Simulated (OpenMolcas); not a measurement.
## OpenMolcas run: V4+

V4+ with 4 ligands (chloride) in tetrahedral coordination (Td) at 2.21 Å. Ligand basis ANO-RCC-VDZP.

Input:

```
&GATEWAY
Coord
5

V 0.0 0.0 0.0
Cl 1.275944 1.275944 1.275944
Cl 1.275944 -1.275944 -1.275944
Cl -1.275944 1.275944 -1.275944
Cl -1.275944 -1.275944 1.275944
Basis=V.ANO-RCC-VTZP,Cl.ANO-RCC-VDZP
Group=NoSym
NoMove
AngMom=0.0 0.0 0.0
AMFI
RICD
&SEWARD
* reference wave functions (RASSCF and RASSI steps not shown): 1 electron in 5 orbitals (3d)
>>> COPY JOB001 $Project.JobIph
&CASPT2
Multistate=5 1 2 3 4 5
NoMult
Frozen=25
IPEA=0.25
Imaginary=0.1
MaxIter=60
WThr=0.0 0.3 0.05
PrWF=0.5
NoMix
```

Launched by
```bash
OMP_NUM_THREADS=1 MOLCAS_MEM=2457 MOLCAS_PROJECT=a pymolcas a.inp > a.log  # once for each step of the input, in one work folder
```

Output, cut to the results:

```
--- CASPT2 ---
Orbital specifications:
      -----------------------

      Symmetry species                           1
                                                 a
      Frozen orbitals                           25
      Inactive orbitals                         20
      Active orbitals                            5
      Secondary orbitals                        81
      Deleted orbitals                           0
      Number of basis functions                131
Type of calculation                        SS-CASPT2
      Fock operator                              state-specific
      IPEA shift                                 0.25
      Real shift                                 0.00
      Imaginary shift                            0.10
      The input orbitals will be transformed to quasi-canonical
Reference energy:       -2792.0038872074
      E2 (Non-variational):      -1.1369869487
      Shift correction:          -0.0024395436
      E2 (Variational):          -1.1394264923
      Total energy:           -2793.1433136997
      Residual norm:              0.0000003148
      Reference weight:           0.68639
      Contributions to the CASPT2 correlation energy
      Active & Virtual Only:         -0.0000000003
      One Inactive Excited:          -0.0869388506
      Two Inactive Excited:          -1.0500480978
Reference energy:       -2792.0038872073
      E2 (Non-variational):      -1.1369915766
      Shift correction:          -0.0024395729
      E2 (Variational):          -1.1394311495
      Total energy:           -2793.1433183568
      Residual norm:              0.0000003147
      Reference weight:           0.68639
      Contributions to the CASPT2 correlation energy
      Active & Virtual Only:         -0.0000000003
      One Inactive Excited:          -0.0869438140
      Two Inactive Excited:          -1.0500477623
::    CASPT2 Root  1     Total energy:  -2793.14331370
::    CASPT2 Root  2     Total energy:  -2793.14331836
::    CASPT2 Root  3     Total energy:  -2793.10091636
::    CASPT2 Root  4     Total energy:  -2793.10100101
::    CASPT2 Root  5     Total energy:  -2793.10087901
```

Spin-orbit levels above the lowest (labels of Td), with the averaged single-state CASPT2 energies on the diagonal:

```
E (cm-1)  Degeneracy  Label  2S+1               g
       0           4     Γ8     2                
    9280           4     Γ8     2                
    9370           2     Γ7     2  1.41 1.41 1.41
```

Roots that are degenerate in the reference are averaged as groups; the widest CASPT2 spread within a group is 27 cm-1 (the 3-fold group of multiplicity 2 near 9300 cm-1 above the lowest state of its run). Shifts and gaps below about the spread of the groups concerned are not significant. Over all roots computed the reference weight is 0.68 to 0.69; a low but even weight reflects the number of correlated electrons. An orbital doublet at a regular site is open to a Jahn-Teller distortion, which this geometry leaves out. The least metal-like active orbital is 79 % on the metal (Löwdin) and no ligand orbital is active, so the numbers are rough. Ligand-to-metal charge-transfer states are missing. With one d shell and no ligand orbital active, 10Dq can be off by a tenth or more. No measured value stands beside these numbers; the geometry was imposed, not optimised, and the real ion may take another.

The CASPT2 steps took 29 s on 1 thread of Arm Neoverse V2 (shared host); the integral step is not counted.
